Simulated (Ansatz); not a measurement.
Ideal-gas functions of `O=[C](O)[GeH3]` at 800 K and 1 bar, from an Ansatz frequency run at PBE0-D4/def2-TZVP.

Molar mass 120.65 g/mol, point group Cs (symmetry number 1), electronic degeneracy 1, moments of inertia 47.423, 181.326, 222.394 u Å². Harmonic wavenumbers (cm⁻¹, unscaled): 22, 224, 346, 377, 567, 603, 687, 727, 808, 875, 878, 1146, 1313, 1815, 2172, 2180, 2201, 3717.

Use S(trans) = R[1.5 ln M + 2.5 ln T − 1.1517]; rotational temperatures θ = 24.2544 K / I; S(rot) = R[ln(√π/σ · √(T³/θAθBθC)) + 1.5]; for each mode x = 1.438777 ν̃/T, S = R[x/(eˣ − 1) − ln(1 − e⁻ˣ)] and H = RT x/(eˣ − 1); 1 cm⁻¹ = 0.0119627 kJ/mol; R = 8.31446 J/(mol·K).

Question: By hand: the entropy, in J/(mol·K).

Answer: Translation 189.1. Rotation: θ = 0.5114, 0.1338, 0.1091 K, giving 121.0. Vibration, mode by mode: 35.17, 15.93, 12.39, 11.70, 8.50, 8.04, 7.07, 6.65, 5.90, 5.35, 5.33, 3.63, 2.87, 1.40, 0.84, 0.83, 0.80, 0.08, in all 132.5. Electronic 0.0. Sum 442.6 J/(mol·K).

Question: By hand: H − E and G − E in kJ/mol, counted from the electronic energy.

Answer: Zero-point energy ½ × 20658 × 0.0119627 = 123.6; thermal vibration 50.0; translation, rotation and pV give 4 RT = 26.6. H − E = 200.2 kJ/mol, and G − E = 200.2 − 800 × 442.6/1000 = -153.9 kJ/mol.

Vibration gives 30 % of the entropy, 35.2 J/(mol·K) of it from the mode under 150 cm⁻¹: soft modes count most, and the harmonic formula is weakest for them. The sum counts one conformer and one mirror image; others add a mixing term.
